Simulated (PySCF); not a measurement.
## CuO₂ + Br₂ → CuBr₂ + O₂

Level: PBE0 in the def2-TZVP basis family, all electrons, no relativity, computed in PySCF with density fitting; open shells unrestricted.

| species | state and structure | ZPE (kJ/mol) | H(298 K) − H(0) (kJ/mol) | S° (J/(mol K)) |
| --- | --- | --- | --- | --- |
| CuO₂ | doublet, C2v, Cu–O 1.928 Å (×2), O–O 1.374 Å; Cu–O–O 69.1° (×2), O–Cu–O 41.7° | 10.0 | 12.4 | 276.0 |
| Br₂ | singlet, D∞h, Br–Br 2.281 Å | 2.0 | 9.7 | 244.8 |
| CuBr₂ | doublet, D∞h, Cu–Br 2.204 Å (×2) | 4.4 | 15.1 | 308.7 |
| O₂ | triplet, D∞h, O–O 1.193 Å | 10.3 | 8.7 | 204.9 |

Task: Is the gas-phase reaction uphill or downhill in electronic energy at this level, and by how much?

Result: At PBE0/def2-TZVP, ΔE = -322.9 kJ/mol, downhill. 

Task: Add zero-point, thermal and entropy terms for 298.15 K and 1 bar.

Result: ΔZPE = 2.7 and Δ[H(298) − H(0)] = 1.7 kJ/mol give ΔH° = -318.5 kJ/mol. ΔS° = -7.2 J/(mol K), so ΔG° = -318.5 − 298.15 × (-0.0072) = -316 kJ/mol.

Open d or f shells are single determinants, so the state found may not be the ground state. Each species is the lowest minimum found with this bonding; other isomers or fragments can lie lower.
